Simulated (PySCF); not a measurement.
Molfile (atoms numbered from 1):
```
C2H8N2Si2
     RDKit          3D

 14 13  0  0  0  0  0  0  0  0999 V2000
   -2.0259    0.6567    0.1526 C   0  0  0  0  0  0  0  0  0  0  0  0
   -1.0437   -0.8360   -0.4877 Si  0  0  0  0  0  4  0  0  0  0  0  0
    1.2082   -0.6180   -0.0127 Si  0  0  1  0  0  4  0  0  0  0  0  0
    1.8293    0.7628   -0.8383 N   0  0  0  0  0  0  0  0  0  0  0  0
    1.4946   -0.1460    1.7765 C   0  0  0  0  0  0  0  0  0  0  0  0
    1.6349    0.1236    2.8815 N   0  0  0  0  0  0  0  0  0  0  0  0
   -1.7082    1.5750   -0.3339 H   0  0  0  0  0  0  0  0  0  0  0  0
   -1.8798    0.7861    1.2219 H   0  0  0  0  0  0  0  0  0  0  0  0
   -3.0918    0.5414   -0.0235 H   0  0  0  0  0  0  0  0  0  0  0  0
   -1.5874   -2.0564    0.1246 H   0  0  0  0  0  0  0  0  0  0  0  0
   -1.2761   -0.9632   -1.9373 H   0  0  0  0  0  0  0  0  0  0  0  0
    2.0344   -1.8376   -0.1400 H   0  0  0  0  0  0  0  0  0  0  0  0
    2.7183    1.1576   -0.5747 H   0  0  0  0  0  0  0  0  0  0  0  0
    1.6926    0.8535   -1.8312 H   0  0  0  0  0  0  0  0  0  0  0  0
  1  2  1  0
  2  3  1  0
  3  4  1  0
  3  5  1  0
  5  6  3  0
  1  7  1  0
  1  8  1  0
  1  9  1  0
  2 10  1  0
  2 11  1  0
  3 12  1  6
  4 13  1  0
  4 14  1  0
M  END
```

[PySCF 2.14: GFN2-xTB structure; shieldings: GIAO PBE0/pcSseg-1; relativity neglected; rapidly exchanging positions averaged; gas phase; one conformer]

**Question.** Predict the 2D correlation tables (HSQC, COSY, HMBC).

**Answer.** 

HSQC (one-bond C–H):
| δH | δC |
| --- | --- |
| 0.49 (H7/H8/H9) | -11.1 (C1) |

COSY cross peaks (H two or three bonds apart, from the bond graph; peaks can be absent where the dihedral angle is near 90°):
| δH | δH |
| --- | --- |
| 5.43 (H12) | 3.92 (H11) |
| 5.43 (H12) | 3.91 (H10) |
| 3.92 (H11) | 3.91 (H10) |
| 3.92 (H11) | 0.49 (H7/H8/H9) |
| 3.91 (H10) | 0.49 (H7/H8/H9) |

HMBC (two and three bonds, from the bond graph):
| δH | δC |
| --- | --- |
| 5.43 (H12) | 125.9 (C5), -11.1 (C1) |
| 3.92 (H11) | 125.9 (C5), -11.1 (C1) |
| 3.91 (H10) | 125.9 (C5), -11.1 (C1) |

δ = σ(ref) − σ, references computed at the same level: ¹H (σref 31.72), ¹³C (σref 186.93) against TMS.

OH and NH positions are those of a molecule without intermolecular hydrogen bonds; in solution they move with solvent, concentration and temperature, and exchange usually removes their couplings. Shifts are as computed. Against solution values, carbons near 30 ppm lie about +3 ppm off and those near 130 ppm about +5 ppm. Of 1309 compounds with measured shifts, 239 miss one by over three times the rms of a fit or turn the order of signals round; such compounds aren't used in these exercises.
